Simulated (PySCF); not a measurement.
Te(SH)(SeH) (H2SSeTe), SMILES [SeH][Te]S. The structure is a stationary point at PBE0-D3(BJ)/def2-SVP. The def2 effective core potentials stand for the cores of Te; spin–orbit coupling is left out. The values are those of a single conformer.

Computed equilibrium geometry at PBE0-D3(BJ)/def2-SVP (PySCF confirms it by a frequency run) as bond lengths and angles (one conformer of several):
Atoms: Te1 S2 H3 Se4 H5. Bond lengths (Å): Te1–S2 2.413, Te1–Se4 2.524, S2–H3 1.353, Se4–H5 1.475. Bond angles (°): S2–Te1–Se4 103.3, Te1–S2–H3 96.9, Te1–Se4–H5 96.2.
